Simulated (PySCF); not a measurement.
Choosing a molecule for a target property.

All species are isolated and taken at one optimised geometry, non-relativistic unless stated. Electronic properties by PySCF.

The conformers computed, where there is a choice (atom-mapped SMILES and torsion angles):
- `[CH3:1][C:2]([CH3:3])[O:4][C:5]([F:6])([F:7])[F:8]`: C1–C2–O4–C5 -173°, C2–O4–C5–F6 172°
- `[CH2:1]=[CH:2][C:3]([CH2:4][F:5])[C:6](=[CH2:7])[CH:8]=[O:9]`: C1–C2–C3–C4 -2°, C2–C3–C4–F5 -47°, C2–C3–C6–C7 26°, C3–C6–C8–O9 6°

Question: Wanted: smallest rotational constant above 1.7 GHz (GFN2-xTB) and isotropic g value below 2.003 (unrestricted B3LYP/pcH-1, mean-field spin–orbit), at GFN2-xTB geometries. Which candidate meets both?
A. `C[C](C)OC(F)(F)F` [radical]
B. `C[C]1[C@@H](F)C12CC2` [radical]
C. `CC1=C(F)CC[CH]1` [radical]
D. `[CH2][Si](C)(C)C#CC` [radical]
E. `C=C[C](CF)C(=C)C=O` [radical]

Answer: B. Computed values:
```csv
species,smallest rotational constant,isotropic g value
C=C[C](CF)C(=C)C=O [radical],0.906 GHz,2.00238
[CH2][Si](C)(C)C#CC [radical],1.044 GHz,2.00257
C[C](C)OC(F)(F)F [radical],1.285 GHz,2.00291
CC1=C(F)CC[CH]1 [radical],1.647 GHz,2.00324
C[C]1[C@@H](F)C12CC2 [radical],1.740 GHz,2.00280
```
